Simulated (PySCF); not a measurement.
SnCl4.
Bonds: Sn1–Cl2, Sn1–Cl3, Sn1–Cl4, Sn1–Cl5.

Level of theory: PBE0-D3(BJ)/def2-SVP geometry optimisation, gas phase, def2 core potentials past Kr (PySCF 2.14.0).

Q: How far are the bound atoms from Sn1?

A: 4 atoms: Cl5 2.312 Å, Cl3 2.314 Å, Cl4 2.315 Å, Cl2 2.316 Å.

Q: List the angles at Sn1.

A: 
```csv
angle,degrees,distance of the outer atoms (Å)
Cl2–Sn1–Cl4,110.4,3.80
Cl2–Sn1–Cl3,109.8,3.79
Cl2–Sn1–Cl5,109.5,3.78
Cl3–Sn1–Cl4,109.3,3.78
Cl3–Sn1–Cl5,109.1,3.77
Cl4–Sn1–Cl5,108.8,3.76
```

Q: What is the shape at Sn1?

A: Tetrahedral: angles from 108.8° to 110.4°; τ4 = (360° − α − β)/141° = 0.99 with α and β the two widest (0 for a square, 1 for a tetrahedron). Differences among atoms that Td makes equivalent are scatter left by the optimiser.

Point group: Td (tolerance 0.08 Å). Charge 0, singlet. Whether it is a minimum is left open (no frequencies).
